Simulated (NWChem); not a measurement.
Species: C2H7InO; SMILES [CH3][In]([CH3])[OH]

```xyz
11

In    -0.0385    -0.0050     0.0005
C     -0.7220    -2.0555    -0.0006
H     -0.3552    -2.5691    -0.9020
H     -1.8196    -2.1074     0.0165
H     -0.3264    -2.5801     0.8819
C     -0.9951     1.9214    -0.0002
H     -1.5452     2.0744    -0.9406
H     -0.2236     2.6976     0.0959
H     -1.7070     2.0080     0.8335
O      1.9615     0.2604    -0.0001
H      2.4724    -0.5555    -0.0057
```
Atoms are numbered in this order, from 1.

Results from NWChem. Medium grid unless said otherwise, to which SCAN and Minnesota functionals are sensitive. Structure relaxed at the PBE0/def2-SVP level. No frequency run checked for a minimum. def2 effective core potentials on In; no spin-orbit coupling. B3LYP is NWChem's, with the RPA form of VWN correlation. Total energies of different functionals are on different scales.

```
level                  energy (Ha)  highest occupied level (eV)  orbital gap (eV)  dipole (D)
---------------------  -----------  ---------------------------  ----------------  ----------
PBE/def2-SVP             -345.4625                        -5.93              4.65        2.04
B3LYP/def2-SVP           -345.7311                        -7.05              6.20        2.22
PBE0/def2-SVP            -345.4798                        -7.32              6.74        2.28
Hartree-Fock/def2-SVP    -343.7566                            ?                 ?           ?
PW6B95/def2-SVP          -345.9518                        -7.38              6.77        2.28
r2SCAN/def2-SVP          -345.6395                        -6.27              5.22        2.20
```

Some entries are withheld; supply them.


- Hartree-Fock/def2-SVP, highest occupied level (eV): -10.14
- Hartree-Fock/def2-SVP, orbital gap (eV): 12.02
- Hartree-Fock/def2-SVP, dipole (D): 2.70
